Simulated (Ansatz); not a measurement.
Reaction (ligand exchange at the Si–O bond): `O[SiH2]O[SiH2]F` + `F[SiH](F)S` → `F[SiH2]S[SiH](F)F` + `O[SiH2]O`

Calculated with Ansatz (gas phase, PBE0-D4/def2-TZVP geometries, no zero-point term in ΔE). CCSD(T)/CBS adds triple-zeta CCSD(T) − MP2 to the extrapolated MP2 energy (def2 sets, frozen cores). DFT in def2-TZVPP. HSE06 is defined as in plane-wave codes. Each species was taken in one conformer, which may not be the lowest.

CCSD(T)/CBS gives +0.61 eV.

Another level gave +0.46 eV. Which?
A. CAM-B3LYP/def2-TZVPP
B. HSE06/def2-TZVPP
C. BLYP/def2-TZVPP
D. PBE/def2-TZVPP

D. PBE 0.46, BLYP 0.64, CAM-B3LYP 0.72, HSE06 0.52 eV.

Largest T1 diagnostic among the species: 0.012.

From BLYP to BHLYP (50 % exact exchange), in def2-TZVPP and without D4, ΔE moves by +0.11 eV. Leaving LDA and LC-ωPBE aside and taking each functional with its dispersion term where it has one, the values, not all of them listed here, spread over 0.29 eV, from revPBE-D4 to BHLYP-D4.
